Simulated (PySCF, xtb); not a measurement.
C4H4, SMILES C=C=C=C.

GFN2-xTB (xtb) at its own geometry gives an orbital gap of 3.36 eV and a dipole moment of 0.01 D.

The structure is a stationary point at B3LYP-D3(BJ)/def2-SVP.

What does PySCF with PBE/def2-TZVPD give? (An estimate is asked for; the answer gives what the named calculation found.)

gap 3.57 eV (levels -6.12 and -2.55 eV), dipole 0.00 D.
